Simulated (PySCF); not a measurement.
Input of a response calculation (the driver script's job line, then coordinates in Å):

```
{"job": {"kind": "uv", "xc": "CAM-B3LYP", "basis": "def2-SVPD", "nstates": 8, "ntriplets": 3}, "charge": 0, "multiplicity": 1}
C      2.710121    -0.207450    -0.175064
C      1.424113    -0.521920    -0.073123
C      0.382402     0.474428    -0.052961
N      0.545180     1.773573    -0.133257
N     -0.655553     2.354517    -0.080740
C     -1.548394     1.415741     0.030187
N     -0.959099     0.191635     0.054176
C     -1.594402    -1.089328     0.165483
H      3.477706    -0.961327    -0.189013
H      3.012692     0.822365    -0.246836
H      1.100982    -1.552147    -0.000015
H     -2.606261     1.567777     0.095553
H     -2.671477    -0.946769     0.236817
H     -1.246351    -1.611730     1.059537
H     -1.376074    -1.701375    -0.712655
```

The program printed:

```
coarse grid: 12960 points
cycle   1  E = -358.3960267713  dE =  1.693e+00  |g| = 5.015e-01  |ddm| = 8.230e+00
cycle   2  E = -358.3469931530  dE =  4.903e-02  |g| = 7.379e-01  |ddm| = 3.321e+00
cycle   3  E = -358.4658759279  dE = -1.189e-01  |g| = 7.718e-02  |ddm| = 2.069e+00
cycle   4  E = -358.4670129756  dE = -1.137e-03  |g| = 3.446e-02  |ddm| = 2.237e-01
cycle   5  E = -358.4672884677  dE = -2.755e-04  |g| = 8.748e-03  |ddm| = 7.813e-02
cycle   6  E = -358.4673085659  dE = -2.010e-05  |g| = 2.515e-03  |ddm| = 2.272e-02
cycle   7  E = -358.4673101834  dE = -1.618e-06  |g| = 9.098e-04  |ddm| = 5.899e-03
final grid: 126624 points
cycle   8  E = -358.5279381951  dE = -3.831e-05  |g| = 3.282e-03  |ddm| = 1.094e-01
cycle   9  E = -358.5279391490  dE = -9.539e-07  |g| = 2.887e-03  |ddm| = 1.768e-02
cycle  10  E = -358.5279410593  dE = -1.910e-06  |g| = 5.951e-04  |ddm| = 5.369e-03
cycle  11  E = -358.5279411288  dE = -6.947e-08  |g| = 2.520e-04  |ddm| = 1.647e-03
cycle  12  E = -358.5279411425  dE = -1.366e-08  |g| = 8.995e-05  |ddm| = 8.042e-04
cycle  13  E = -358.5279411442  dE = -1.771e-09  |g| = 1.404e-05  |ddm| = 2.057e-04
cycle  14  E = -358.5279411443  dE = -8.981e-11  |g| = 9.461e-06  |ddm| = 6.748e-05
converged SCF energy = -358.5279411443

Static polarisability (au): isotropic 80.330, principal 49.847 80.662 110.482

Singlet excitations
state   eV       nm        f      main configurations
  1   5.0083    247.6   0.00245   H-1->L 0.94
  2   5.2963    234.1   0.39456   H->L 0.97
  3   6.2422    198.6   0.00556   H-1->L+3 0.92
  4   6.4421    192.5   0.01506   H->L+1 0.88
  5   6.6580    186.2   0.01141   H-2->L 0.58, H->L+3 0.36
  6   7.0287    176.4   0.00000   H-3->L 0.91
  7   7.1259    174.0   0.00154   H-1->L+1 0.81, H-1->L+4 0.10
  8   7.2261    171.6   0.14928   H->L+3 0.58, H-2->L 0.36

Triplet excitations (Tamm-Dancoff, eV): 3.3164 4.5261 5.1059
```

Theory: TDDFT CAM-B3LYP/def2-SVPD, vertical, gas phase, core orbitals frozen in the response (PySCF 2.14.0, density-fitted response routines). Isolated species at its GFN2-xTB geometry (one conformer only).

Problem. What is the polarisability anisotropy, √(½[(α1 − α2)² + (α2 − α3)² + (α3 − α1)²])?

Solution. 52.51 au.

Problem. Give the mean polarisability in Å³.

Solution. 80.33 au × 0.148185 = 11.90 Å³.

Problem. Which orbital energies lie behind H and L?

Solution. HOMO -8.02 eV and LUMO -0.06 eV, a gap of 7.96 eV; state 1 differs from that by -2.95 eV.

Problem. How many basis functions and electrons does this run hold?

Solution. 216 basis functions for 58 electrons in 29 doubly occupied orbitals.

Problem. Give the energy of state 7 in hartree, cm⁻¹ and kJ/mol.

Solution. 0.26187 hartree, 57474 cm⁻¹, 687.5 kJ/mol.

Problem. Which species is it?

Solution. `n1nc(n(C)c1)C=C` (C5H7N3), point group Cs.

The SCF starts on a coarse grid; the energy jumps when the final grid takes over, and dE counts afresh there. H and L stand for HOMO and LUMO.

Conformer computed: `[CH2:1]=[CH:2][c:3]1[n:4][n:5][cH:6][n:7]1[CH3:8]`: C1–C2–C3–N4 0°.
